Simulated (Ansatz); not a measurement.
A geometry relaxed with PBE0-D3(BJ)/def2-TZVP in Ansatz (a quantum-chemistry and plane-wave program), charge 0, multiplicity 1:

```xyz
12

H      1.8321     2.4804    -0.7418
H     -1.3422    -1.7094     0.4903
H     -3.2314    -0.3533     1.1808
H      1.3109    -1.6786     0.6547
H      3.2293    -1.0495    -0.6903
Si    -2.2876    -0.6454     0.0690
H      3.0524    -0.2676     1.5815
H     -1.7850     2.4449    -0.9465
H     -3.0783    -1.1202    -1.0978
Si     1.0815     1.2531    -0.3736
Si    -1.0575     1.2367    -0.4812
Si     2.2757    -0.5911     0.3550
```

Q: Write the SMILES of this molecule.

A: `[SiH3]/[SiH]=[SiH]\[SiH3]`
